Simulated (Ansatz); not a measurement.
Calculated with Ansatz (gas phase, PBE0-D4/def2-TZVP geometries, no zero-point term in ΔE). CBS: MP2 limit from def2 TZ/QZ plus the TZ coupled-cluster correction, frozen cores. DFT in def2-TZVPP. HSE06 is defined as in plane-wave codes. For Br outer-core shells are correlated without core-valence functions, which leaves a few kJ/mol of doubt a bond. Scalar relativity is left out up to krypton. One conformer a species, not always the lowest.

Consider the formal exchange of groups at the Al–F bond: `C[O][Al]([F])[F]` + `N=C(Cl)Br` → `C[O][Al]([F])[Br]` + `N=C(F)Cl`.

`C[O][Al]([F])[F]`:

Cartesian coordinates in Å:
```
C -0.131 -1.005 -0.806
O -0.596 0.098 -0.077
Al 0.049 1.228 0.957
F -0.915 2.382 1.595
F 1.636 1.227 1.365
H 0.941 -1.179 -0.664
H -0.315 -0.847 -1.872
H -0.670 -1.905 -0.497
```

`N=C(Cl)Br`:

Cartesian coordinates in Å:
```
N 0.498 -0.628 0.733
C -0.118 0.227 0.081
Cl -0.793 1.614 0.829
Br -0.431 0.182 -1.807
H 0.843 -1.395 0.163
```

`C[O][Al]([F])[Br]`:

Cartesian coordinates in Å:
```
C 0.258 -0.621 1.126
O -0.188 -0.630 -0.203
Al -0.379 0.492 -1.415
F -0.957 0.006 -2.865
Br 0.131 2.646 -1.118
H 0.563 0.377 1.457
H 1.112 -1.296 1.233
H -0.541 -0.974 1.785
```

`N=C(F)Cl`:

```xyz
5

N     0.729    0.306    0.681
C    -0.239   -0.193    0.093
F    -1.094   -0.970    0.718
Cl   -0.698   -0.025   -1.566
H     1.301    0.881    0.074
```

```
           level  ΔE (kJ/mol)  difference from CCSD(T)/CBS
     LDA (SPW92)          3.2                        -16.8
       revPBE-D4         16.4                         -3.6
      r2SCANh-D4          5.5                        -14.5
        HSE06-D4          3.7                        -16.3
    CAM-B3LYP-D4          9.5                        -10.5
        PBE-QIDH          7.8                        -12.2
         LC-ωPBE          1.2                        -18.8
   CCSD/def2-SVP         -3.6                        -23.6
CCSD(T)/def2-SVP         -1.8                        -21.8
  CCSD/CBS(def2)         17.1                         -2.9
     CCSD(T)/CBS         20.0                            0
```

Largest T1 diagnostic among the species: 0.013.

From BLYP to BHLYP (50 % exact exchange), in def2-TZVPP and without D4, ΔE moves by −16.0 kJ/mol. At CCSD(T), def2-SVP lies −21.8 kJ/mol from the extrapolated value and def2-TZVPP −2.5 kJ/mol.
